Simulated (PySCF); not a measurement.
## How methods differ on the ionisation energy of Br²⁺

Br²⁺ [Ar] 3d10 4s2 4p3 (4S) → Br³⁺ [Ar] 3d10 4s2 4p2 (3P), as a difference of total energies. Calculation: PySCF 2.14, in aug-cc-pVQZ-PP with ECP10MDF (7s6p5d3f2g, 89 functions); a scalar-relativistic core potential. Correlated levels: valence: 3s2 3p6 3d10 frozen. The calculations carry no spin-orbit coupling.

```tsv
method	ionisation energy (eV)
UHF	34.633
LDA	35.183
PBE	35.012
PBE0	35.147
r2SCAN	35.389
B2PLYP	35.036
M06-L	34.893
BP86	35.093
wB97X	34.876
MP2 (valence)	35.208
SCS-MP2 (valence)	35.048
```

Task: How much does correlation contribute at MP2 (valence)?

Result: 35.208 − (34.633) = 0.575 eV, measured against UHF.

The reference lies between the lowest fine-structure levels, while these numbers refer to the centres of the terms.

Errors of the correlated levels include the incompleteness of this basis and the frozen core.

For comparison: 34.871 ± 0.019 eV (measured; NIST Atomic Spectra Database, ionization energies).
